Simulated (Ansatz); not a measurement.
Consider the ligand exchange at a Ti–I bond: `[Cl][Ti]([Cl])([Cl])[I]` + H₂S → `[SH][Ti]([Cl])([Cl])[Cl]` + HI.

Isolated molecules relaxed with PBE0-D4/def2-TZVP in Ansatz; ΔE leaves out vibrations. CBS: MP2 limit from def2 TZ/QZ plus the TZ coupled-cluster correction, frozen cores. This one scheme is used for every species. Functionals use def2-TZVPP. def2 core potentials past Kr. For I, Ti outer-core shells are correlated without core-valence functions, which leaves a few kJ/mol of doubt a bond. Scalar relativity is left out up to krypton. Each species was taken in one conformer, which may not be the lowest.

| level | ΔE (kJ/mol) |
| --- | --- |
| revPBE-D4 | 44.5 |
| r2SCAN-D4 | 47.1 |
| PBE0-D4 | 46.7 |
| r2SCAN0-D4 | 47.3 |
| ωB97M-V | 42.7 |
| HF/def2-SVP | 43.2 |
| MP2/def2-TZVPP | 62.2 |
| HF/CBS(def2) | 46.5 |

(1) What does CCSD(T)/CBS give? (Best estimate.)

Largest T1 diagnostic among the species: 0.026, so the coupled-cluster value is less sure than usual.

Answers

(1) Ansatz gave: +51.7 kJ/mol. The listed levels differ from it by -7.2, -4.6, -5.0, -4.4, -9.0, -8.5, 10.5, -5.2 kJ/mol.

Leaving LDA and LC-ωPBE aside and taking each functional with its dispersion term where it has one, the values, not all of them listed here, spread over 13.1 kJ/mol, from B97M-V to PBE-QIDH. In def2-TZVPP, CCSD(T) changes the Hartree–Fock value by +3.4 kJ/mol (the triples alone add +4.5 kJ/mol) and MP2 by +16.8 kJ/mol.
